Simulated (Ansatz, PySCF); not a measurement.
System: bromo(fluoro)methane, CH₂BrF (charge 0, singlet). SMILES: BrCF
Structure (B3LYP-D3(BJ)/def2-TZVP (Ansatz, a program for electronic structure) minimum search):
```xyz
5

F     -1.8086     0.8720    -0.1203
C     -1.1928    -0.3299     0.0514
Br     0.7524    -0.1183     0.0147
H     -1.4463    -0.7339     1.0269
H     -1.4520    -0.9932    -0.7682
```

Harmonic wavenumbers (cm⁻¹) at HF/3-21G (Ansatz, at its own minimum) and at B3LYP-D3(BJ)/def2-TZVP (PySCF, at the structure above). Modes are numbered in rising order, 9 in all, and paired by that order; shown are modes over 250 cm⁻¹ that lie over 6 % from every other mode at both levels, one of each degenerate set, at most eight drawn at random. The second level is harmonic too, so this factor is not the one that brings values to measured fundamentals.

```csv
mode,HF/3-21G (x),B3LYP-D3(BJ)/def2-TZVP (y)
1,307,307
2,653,628
4,1180,1075
5,1348,1247
6,1474,1335
7,1664,1496
```

Problem. Fit one scale factor, y = λ·x, by least squares, and use it for mode 3, which lies at 1012 cm⁻¹ at HF/3-21G.

Solution. λ = Σxy/Σx² = 7910923/8671734 = 0.9123; the rows scatter about it by 21 cm⁻¹ (root mean square). Prediction for mode 3: 923 cm⁻¹. The wavenumber at B3LYP-D3(BJ)/def2-TZVP is 939 cm⁻¹, so the fit misses by -16 cm⁻¹, against +73 cm⁻¹ without it. The fit is meant for this molecule alone.
